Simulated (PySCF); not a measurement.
**Structure from NMR data**

The spectra below were simulated for a compound C₈H₆ClN.

$^{1}$H NMR (500 MHz, computed): δ 7.21 (s, 1H), 7.12 (m, 1H), 6.53 (m, 1H), 6.34 (m, 1H), 5.30 (s, 2H).

$^{13}$C{$^{1}$H} NMR (computed): δ 180.1 (C), 156.7 (C), 124.2 (C), 121.7 (CH), 117.9 (CH), 115.8 (CH), 110.7 (CH), 91.7 (CH2).

- GFN2-xTB geometry
- shieldings: GIAO PBE0/pcSseg-1
- run in PySCF 2.14.0 with density-fitted response routines
- no relativistic terms, fast rotation and ring inversion assumed for equivalent nuclei, no solvent, a single conformation

Referencing at the same level of theory: $^{1}$H (31.72 ppm) and $^{13}$C (186.93 ppm) vs TMS.

**Question.** Choose the structure that fits.
A. N#C[C@@]12C=C[C@@H](C1)C(Cl)=C2
B. C#CCc1ccncc1Cl
C. C=C=C=Cn1cccc1Cl
D. Clc1ccc2cccn2c1

**Answer.** C. 

- The formula gives 6 degrees of unsaturation (1 ring in the answer).
- 8 carbon signals for 8 carbons: no two carbons are equivalent.
- Carbon types of the structure: 3 × C, 4 × CH, 1 × CH2, which accounts for all hydrogens.
- δC 180.1, 156.7: central carbon of an allene.
- δC 124.2: aromatic carbon bearing chlorine.
- δC 121.7: aromatic CH next to a ring nitrogen.
- δC 117.9, 115.8: aromatic CH.
- δC 110.7, 91.7: terminal carbon of a cumulated C=C=C unit.

The others: Clc1ccc2cccn2c1 would give 6 signals for carbon-bound and other non-exchanging H, not 5; C#CCc1ccncc1Cl has carbons computed at 156.0, 153.8, 150.6, 143.4, 129.3, 84.3, 78.3, 27.0; N#C[C@@]12C=C[C@@H](C1)C(Cl)=C2 would give 6 signals for carbon-bound and other non-exchanging H, not 5.

Carbons that carry Cl, above all several Cl atoms, come out too deshielded, partly because spin–orbit coupling is missing. Shifts are as computed. Against solution values, carbons near 30 ppm lie about +3 ppm off and those near 130 ppm about +5 ppm; carbons on Cl a further +6 ppm. Of 1211 compounds with measured shifts, 218 miss one by over three times the rms of a fit or turn the order of signals round; such compounds aren't used in these exercises. No couplings were computed; multiplicities are counted from neighbouring protons, with m where these are inequivalent, close in shift, in a saturated or five-membered ring or joined by F or P, and br s for small geminal =CH2 splittings.
